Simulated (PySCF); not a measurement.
# Where the electron goes

Species: C4H8AsNSi.
Numbering: `[AsH2:1][SiH2:2][n:3]1[cH:4][cH:5][cH:6][cH:7]1` (hydrogens: H8, H9 on As1; H10, H11 on Si2; H12 on C4; H13 on C5; H14 on C6; H15 on C7)

Cartesian coordinates in Å at the PBE0-D3(BJ)/def2-SVP level; atoms count from 1:
```xyz
15
C4H8AsNSi angstrom
As     3.1913    0.0617   -0.5251
Si     1.6621   -0.4586    1.2064
N      0.0209   -0.0588    0.6715
C     -0.8167   -0.8819   -0.0535
C     -1.9170   -0.1592   -0.4482
C     -1.7494    1.1658    0.0479
C     -0.5532    1.1959    0.7239
H      4.3751   -0.0715    0.4310
H      3.0521    1.5537   -0.2390
H      1.6873   -1.9263    1.4651
H      1.9053    0.3056    2.4629
H     -0.5622   -1.9266   -0.2242
H     -2.7596   -0.5418   -1.0213
H     -2.4375    2.0010   -0.0697
H     -0.0634    2.0124    1.2523
```

Computed, not measured: PySCF 2.14.0, density-fitted response routines, TDDFT PBE0/def2-SVPD, vertical, gas phase, core orbitals frozen in the response. Relativistic effects, spin–orbit coupling among them, are left out although an element past zinc is present.

Kohn–Sham orbitals with the atoms that hold most of them (Löwdin shares over 4%, at most four atoms; ? is withheld):

```tsv
orbital	ε (eV)	atoms
HOMO-3	-9.22	As1 36%, Si2 22%, H9 11%, H10 10%
HOMO-2	-7.88	As1 55%, Si2 12%, H8 6%, H9 6%
HOMO-1	-7.00	?
HOMO	-6.29	?
LUMO	?	As1 35%, Si2 27%, H11 8%, H8 6%
LUMO+1	0.04	As1 43%, H9 21%, Si2 16%, H10 6%
LUMO+2	0.12	Si2 22%, As1 20%, H8 10%, C7 8%
```

Question: Which atoms hold the HOMO, and with what shares?

Answer: C7 (bonded to C, N and H) 27%; C4 (bonded to C, N and H) 27%; C5 (bonded to 2 C and H) 15%; C6 (bonded to 2 C and H) 14%.

Question: Give the leading atoms of the HOMO-1.

Answer: N3 (bonded to 2 C and Si) 23%; C6 (bonded to 2 C and H) 20%; C5 (bonded to 2 C and H) 19%; As1 (bonded to Si and 2 H) 14%. By element: carbon 39% or more, nitrogen 23%, arsenic 14%.

Question: What is the LUMO energy, and the HOMO–LUMO gap?

Answer: ε(LUMO) = -0.18 eV; the gap is 6.10 eV (0.2243 hartree).

Question: How does S1 compare with the orbital gap of 6.10 eV?

Answer: S1 is at 5.17 eV (f = 0.0010), 0.94 eV below the gap, made of HOMO→LUMO (89%). Without the coupling terms of the response equations the lowest excitation would equal the gap.

Question: One configuration dominates each of S1 and S2. Which, and how do the shares of the two leading atoms of either orbital change from the occupied to the empty one?

Answer: 
- S1 (5.17 eV, f 0.0010), HOMO→LUMO (89%): C7 27% → at most 7%, C4 27% → at most 7%, As1 at most 15% → 35%, Si2 at most 15% → 27%
- S2 (5.47 eV, f 0.0058), HOMO→LUMO+1 (85%): C7 27% → at most 7%, C4 27% → at most 7%, As1 at most 15% → 43%, H9 at most 15% → 21%

Hardware: Arm Neoverse V1, one thread, shared host. Cost: 2.6 min of wall time, 0.94 GiB resident at most.

One conformer stands for the species.
